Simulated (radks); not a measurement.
The numbers below are computed, except where a source is named.
Q: The mean radii <r> (bohr) of the occupied orbitals of an atom or ion are listed with their occupations. Level of theory: scalar-relativistic Kohn-Sham, LDA (Slater exchange, Perdew-Wang correlation), spin-polarised, spherical densities, finite nucleus; Fermi nuclear charge, rms radius of each element as measured or else 0.836 A^(1/3) + 0.57 fm (a radial shooting solver on a logarithmic mesh with Libxc functionals).

orbital  occ.      <r>
1s up       1  0.08124
1s down     1  0.08124
2s up       1   0.3890
2s down     1   0.3890
2p up       3   0.3512
2p down     3   0.3512
3s up       1    1.271
3s down     1    1.270
3p up       3    1.441
3p down     3    1.435
4s up       1    4.822

Name the element and its charge. Open shells, if any, are filled with parallel spins first.

A: Z = 19, potassium, charge 0: K in [Ar] 4s1. The 1s radius gives Z: for a bare nucleus <r> = (2 gamma + 1)/(2Z) with gamma = sqrt(1 - (Z/c)^2), 0.07844 bohr for Z = 19, and screening makes it slightly larger (0.08124 here). The occupations add up to 19, and the charge is Z minus that.
